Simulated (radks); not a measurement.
Spherical jellium clusters: N electrons in a uniform positive sphere of charge N and radius rs N^(1/3), rs = 5.93 bohr. Method: non-relativistic Kohn-Sham, PBEsol, spin-polarised, spherical densities; computed with a radial shooting solver with Libxc functionals. Levels are named by radial order and angular momentum (1s, 1p, 1d, 2s, ...), and open shells are averaged over m. Each electron was tried in the lowest free levels, single moves between levels near the top were tried too, and the lowest total energy was kept; such a search can miss a lower state. The series stops at N = 10: beyond it a trial failed or the search could not be trusted, so later rows were left out. Energies include the self-energy of the background; IP and EA are vertical (highest electron removed, lowest free level filled), at fixed background; spill-out counts the electrons outside the background radius R, and alpha is the static dipole polarisability from linear response (closed shells only). A dash means not computed or, for alpha, an open shell; in EA it means that no bound solution was reached, which is typical of self-interaction and does not show that the anion is unstable. Real open-shell clusters deform, which this model forbids.

| N | open shells | 2S | E/N (eV) | E(N+1) + E(N-1) - 2E(N) (eV) | IP (eV) | EA (eV) | spill-out (e) |
|---|---|---|---|---|---|---|---|
| 1 | 1s(up 1, down 0) | 1 | -1.405 | - | - | - | 0.24 |
| 2 | none | 0 | -1.587 | 0.477 | 3.797 | - | 0.38 |
| 3 | 1p(up 1, down 0) | 1 | -1.489 | -0.407 | 3.061 | - | 0.59 |
| 4 | 1p(up 2, down 0) | 2 | -1.542 | -0.239 | 3.351 | - | 0.71 |
| 5 | 1p(up 3, down 0) | 3 | -1.621 | 0.313 | 3.484 | - | 0.79 |
| 6 | 1p(up 3, down 1) | 2 | -1.622 | -0.255 | 3.086 | 1.024 | 0.90 |
| 7 | 1p(up 3, down 2) | 1 | -1.659 | -0.157 | 3.283 | - | 0.99 |
| 8 | none | 0 | -1.706 | 0.574 | 3.389 | - | 1.06 |
| 9 | 1d(up 1, down 0) | 1 | -1.679 | -0.162 | 2.770 | - | 1.18 |
| 10 | 1d(up 2, down 0) | 2 | -1.674 | - | 2.904 | - | 1.28 |

All shells are closed at N = 2, 8 (there: 1s2 1p6); the second difference of the energy has clear peaks (12 % above both neighbours; the first and last values, which can be the largest, are not judged, and half-filled shells can peak too) at N = 5, 8.
